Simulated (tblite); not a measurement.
Compound: C6H6N (doublet state).
Bonds: N1–C2 (double), C2–C3, C3–C4 (double), C4–C5, C5–C6, C6–C7 (double), C3–C7. Hydrogens: H8 on C2; H9 on C4; H10, H11 on C5; H12 on C6; H13 on C7.

Computed geometry: GFN2-xTB, gas phase. This method treats the open shell by occupation alone, without spin polarisation.

List the bond lengths, angles and torsions at this level.

```tsv
bond	length (Å)
N1=C2	1.226
C2–C3	1.465
C3=C4	1.348
C4–C5	1.490
C5–C6	1.495
C6=C7	1.337
C3–C7	1.455
C2–H8	1.103
C4–H9	1.075
C5–H10, C5–H11	1.092
C6–H12	1.074
C7–H13	1.074
```

Bonds in one row agree within 0.01 Å and their mean is given. A selection of angles:
```tsv
angle	degrees
N1–C2–C3	127.6
N1–C2–H8	120.4
C3–C2–H8	112.0
C2–C3–C4	126.8
C2–C3–C7	123.7
C4–C3–C7	109.5
C3–C4–C5	109.0
C3–C4–H9	127.6
C5–C4–H9	123.4
C4–C5–C6	103.0
C4–C5–H10	111.6
C6–C5–H10	111.9
H10–C5–H11	106.9
C5–C6–C7	109.8
C5–C6–H12	122.8
C7–C6–H12	127.4
C6–C7–H13	128.5
C3–C7–C6	108.8
C3–C7–H13	122.8
```

Dihedral angles: N1–C2–C3–C4 180° (antiperiplanar); C2–C3–C4–C5 180° (antiperiplanar); C3–C4–C5–C6 0° (synperiplanar); C4–C5–C6–C7 0° (synperiplanar); C5–C6–C7–C3 0° (synperiplanar); C2–C3–C7–C6 180° (antiperiplanar).

The 5-membered ring C3–C4–C5–C6–C7 has internal angles of 103.0° to 109.8°; it is planar, 0.00 Å rms from its mean plane, widest ring torsion 0°. C7 (carbon bonded to 2 C and H) is planar (angles 128.5°, 122.8° and 108.8°, sum 360.0°, 0.00 Å off the plane of its three neighbours). C4 (carbon bonded to 2 C and H) is planar (angles 127.6°, 123.4° and 109.0°, sum 360.0°, 0.00 Å off the plane of its three neighbours). The C–C distances run from 1.337 Å (C6=C7, drawn double) to 1.495 Å (C5–C6, drawn single), a spread of 0.158 Å. C3 (carbon bonded to 3 C) is planar (angles 126.8°, 123.7° and 109.5°, sum 360.0°, 0.00 Å off the plane of its three neighbours). C6 (carbon bonded to 2 C and H) is planar (angles 127.4°, 122.8° and 109.8°, sum 360.0°, 0.00 Å off the plane of its three neighbours). The 7 heavy atoms lie in one plane (0.001 Å rms).

Point group: Cs (tolerance 0.08 Å). Its GFN2-xTB frequencies are all real (lowest 94 cm⁻¹).

One conformer stands for the species.
